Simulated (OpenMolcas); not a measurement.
A run on neutral titanium.

```yaml
Program: OpenMolcas
Method: CASSCF
Basis: ANO-L-VQZP [7s6p4d3f2g]
Scalar_Hamiltonian: non-relativistic, point nucleus
Active_space: 4 electrons in 6 orbitals (3d 4s)
State_averaging: 2S+1 = 5 even, 10 roots; 2S+1 = 3 even, 45 roots (26 in the spin-orbit step); 2S+1 = 1 even, 14 roots
Spin-orbit_coupling: RASSI with atomic mean-field integrals over the reference wave functions, term energies averaged over their components
```

84 basis functions. Blocks (2S+1, parity, CSFs, roots kept): 5, even, 15, 10; 3, even, 105, 45; 1, even, 105, 14.

Problem. How long do the RASSCF and RASSI steps take on 1 thread of Intel(R) Xeon(R) Platinum 8259CL CPU @ 2.50GHz (Skylake/Cascade Lake), on a shared host?

Solution. About 83 s of wall time, without the integral step.
